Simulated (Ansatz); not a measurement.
A nudged elastic band was laid between two geometries of CH4BFTe (8 atoms, charge 0, multiplicity 1).

These are results of Ansatz 0.2.0, RKS PBE/def2-SVP, not measurements.

- movable images: 7
- climbing image: yes
- spring: 5.0 eV/Å²
- optimiser: lbfgs
- start path: IDPP
- force threshold: 0.03 eV/Å
- iteration limit: 60
- end points: relaxed

First end point:

```xyz
8
Properties=species:S:1:pos:R:3
C -0.729 1.072 -0.555
Te 0.351 0.639 1.294
B 0.934 -1.342 0.676
F 1.671 -2.106 1.483
H -1.432 0.247 -0.765
H -1.286 2.013 -0.394
H -0.008 1.194 -1.382
H 0.592 -1.775 -0.412
```

Last end point:

```xyz
8
Properties=species:S:1:pos:R:3
C -0.129 1.038 -0.967
Te 1.137 0.601 0.756
B 0.197 -1.289 1.184
F 0.617 -2.031 2.209
H 0.507 1.112 -1.867
H -0.855 0.211 -1.076
H -0.657 1.991 -0.786
H -0.724 -1.689 0.490
```

(1) What changes between the two ends?

(2) What energy profile does the band end with?

(3) What is the geometry of the highest image?

The band took 35 iterations and roughly 4 core-minutes.

Answers

(1) No bond is made or broken. The dihedral H5–C1–Te2–B3 goes from 51 to -118°.

(2) The forces met the threshold. The highest image is number 5 of 0 to 8, 0.000 eV above the first end and 0.013 eV above the last; the last end lies 0.012 eV below the first. A structure lower than the first end lies on the path between it and the top, so the climb from that side starts below the end, which may itself be a saddle point or a shallow side well. The top lies less than 8 meV above the higher end, about what the thresholds resolve: that end is a shoulder or a very shallow well. Another band between the same ends (7 images) ends at a top of the same energy, where a vibrational analysis finds 1 clearly imaginary mode.

```csv
image,path coordinate (Å),energy (eV),dihedral H5–C1–Te2–B3 (°)
0,0.00,0.000,51
1,0.54,-0.005,30
2,1.08,-0.012,9
3,1.62,-0.011,-13
4,2.15,-0.004,-34
5,2.69,0.000,-56
6,3.24,-0.001,-76
7,3.79,-0.008,-97
8,4.34,-0.012,-118
```

(3) 
```xyz
8
Properties=species:S:1:pos:R:3
C -0.059 0.874 -1.118
Te 1.362 0.400 0.472
B 0.101 -1.097 1.374
F 0.510 -1.745 2.466
H -0.313 -0.050 -1.667
H -0.961 1.334 -0.679
H 0.440 1.591 -1.795
H -0.988 -1.364 0.893
```

Time of the run: 4.3 min on 1 thread of Intel(R) Xeon(R) 6975P-C (Granite Rapids), on a shared host, peak memory 0.27 GiB.
